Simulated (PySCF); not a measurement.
Cd(OMe)(SiH3) (CH₆CdOSi), SMILES C[O][Cd][SiH3]. Atoms are numbered in the order given.

```xyz
10

Cd    -0.0240     0.0919    -0.0092
O     -1.3030    -0.0263    -1.5319
C     -1.6974    -1.1689    -2.2280
H     -2.4251    -0.8906    -3.0162
H     -0.8618    -1.6898    -2.7446
H     -2.2015    -1.9295    -1.5926
Si     1.5437     0.4193     1.8944
H      0.7984     0.6175     3.1732
H      2.4153     1.6115     1.6725
H      2.4235    -0.7775     2.0502
```
Charge 0, spin multiplicity 1.

Coordinates come from a B3LYP-D3(BJ)/def2-SVP optimisation. The structure was generated by enumeration; whether it is a known compound was not checked. The def2 effective core potentials stand for the cores of Cd; spin–orbit coupling is left out. Other conformers were not sampled.

The numbers are results of B3LYP-D3(BJ)/def2-SVP in PySCF, not measurements.

Frequencies are harmonic and unscaled.

A small imaginary wavenumber (i) marks a very flat motion, where grid noise or a shallow saddle decides the sign.

Task: Estimate the vibrational spectrum. (Estimate from the structure and the level; the computed values follow.)

Result: 
```tsv
mode	ν (cm⁻¹)	IR (km/mol)	moving atoms (share of kinetic energy)
1	11i	1.1	H 80 %, C 10 %
2	69	1.7	Cd 28 %, Si 26 %, C 25 %, H 19 %
3	73	2.1	H 55 %, Cd 18 %, Si 15 %
4	117	10.4	O 42 %, H 41 %, Cd 12 %
5	190	7.9	O 38 %, C 30 %, H 20 %, Cd 10 %
6	290	0.5	Si 72 %, Cd 12 %
7	468	3.3	H 88 %, Si 10 %
8	469	3.6	H 88 %, Si 10 %
9	510	67.4	O 60 %, Cd 19 %, C 12 %
10	862	372.4	H 91 %, Si 9 %
11	948	43.9	H 97 %
12	948	44.1	H 97 %
13	1136	283.8	O 48 %, C 43 %, H 9 %
14	1171	0.1	H 77 %, C 19 %
15	1188	12.1	H 70 %, C 20 %, O 10 %
16	1471	0.9	H 96 %
17	1472	0.4	H 96 %
18	1482	103.2	H 88 %, C 11 %
19	2202	77.3	H 99 %
20	2213	88.7	H 96 %
21	2214	87.9	H 96 %
22	2922	209.5	H 97 %
23	2966	92.2	H 90 %, C 10 %
24	3009	77.2	H 91 %, C 9 %
```
